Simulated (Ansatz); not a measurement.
`C[SiH](N)[TeH]` + H₂ → `N[SiH2][TeH]` + CH₄  (hydrogenolysis of the Si–C bond)

Gas-phase electronic energies from Ansatz, PBE0-D4/def2-TZVP geometries. CCSD(T)/CBS is the MP2 limit (def2-TZVPP, def2-QZVPP) plus CCSD(T) − MP2 in def2-TZVPP, frozen cores. This one scheme is used for every species. Functionals use def2-TZVPP. def2 core potentials past Kr. For Te outer-core shells are correlated without core-valence functions, which leaves a few kJ/mol of doubt a bond. Each species was taken in one conformer, which may not be the lowest.

```csv
level,ΔE (kcal/mol)
PBE0-D4,-5.5
MP2/CBS(def2),-3.4
```

(1) What does CCSD(T)/CBS give? (Estimate.)

Largest T1 diagnostic among the species: 0.011.

Results:

(1) The calculation gave: -4.8 kcal/mol. The listed levels differ from it by -0.7, 1.4 kcal/mol.

The D4 term adds +2.7 kcal/mol with B3LYP and +1.5 kcal/mol with PBE0; it sums over pairs of atoms, weighted by their polarisabilities, and B3LYP, whose exchange is more repulsive, gets the larger term. In def2-TZVPP, CCSD(T) changes the Hartree–Fock value by +5.3 kcal/mol (the triples alone add +0.9 kcal/mol) and MP2 by +6.7 kcal/mol.

B3LYP here is the variant with VWN-RPA as its local correlation; programs differ in this.
